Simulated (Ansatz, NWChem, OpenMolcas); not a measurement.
**Strength of the Si–Si bond: Si(SiH2)F3 → SiH2 + SiF3**

Species: Si(SiH2)F3, doublet; SiH2 `[SiH2]`, singlet; SiF3 (trifluorosilyl) `F[Si](F)F`, doublet. 

Shapes, held fixed at every level: PBE0-D4/def2-TZVP. Programs: Ansatz 0.2.0, NWChem 7.3.0, OpenMolcas 26.06. A level may come from different programs for different species; with the same settings they agree closely. Electronic energies: no zero-point or thermal term.

```tsv
level	kind	ΔE (kJ/mol)
HF/STO-3G	Hartree–Fock	+309.8
HF/3-21G	Hartree–Fock	+247.5
HF/def2-SVP	Hartree–Fock	+252.9
B3LYP/6-31G* (Cartesian functions)	global hybrid	+275.3
PBE0/def2-SVP	global hybrid	+291.9
```

PBE0/def2-SVP gives ΔE = +291.9 kJ/mol; the levels span +247.5 to +309.8. A fragment pairs its electrons up again, so this isn't a typical strength of such a bond. The median of the levels is +275.3. No measured value is set beside it here. Open shells run unrestricted. Rows in sets without polarisation functions are far from converged.
